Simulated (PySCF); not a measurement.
**Nitrogen: a sound run and one with changed settings**

Sound run: N⁺ [He] 2s2 2p2, N²⁺ [He] 2s2 2p1. Computed with PySCF 2.14 in cc-pVTZ-DK, with scalar relativity by spin-free X2C-1e. The sound run starts from symmetry-adapted Hartree-Fock orbitals and uses a fine grid where one is needed.

A second run was set up differently.

```
species  method  sound run (hartree)  changed run (hartree)  converged
     N⁺     UHF            -53.91964              -53.91964        yes
     N⁺    MN15            -54.04691              -54.00223        yes
     N⁺   B3LYP            -54.09404              -54.11052        yes
    N²⁺     UHF            -52.84711              -52.84711        yes
    N²⁺    MN15            -52.95678              -52.90359        yes
    N²⁺   B3LYP            -52.99218              -53.00986        yes
```

Ionisation energy of N⁺:

```json
{"method": "UHF", "sound run (eV)": "29.185", "changed run (eV)": "29.185"}
{"method": "MN15", "sound run (eV)": "29.664", "changed run (eV)": "29.896"}
{"method": "B3LYP", "sound run (eV)": "29.983", "changed run (eV)": "29.950"}
```

Problem. What was changed?
A. too few SCF iterations
B. basis contracted for another Hamiltonian
C. radial grid too coarse
D. level shift left on

Solution. C. It used radial step 0.8 in ln r (0.13 in the sound run). A coarse radial grid mis-integrates the density and the exchange-correlation energy, with errors of either sign; Hartree-Fock needs no grid.
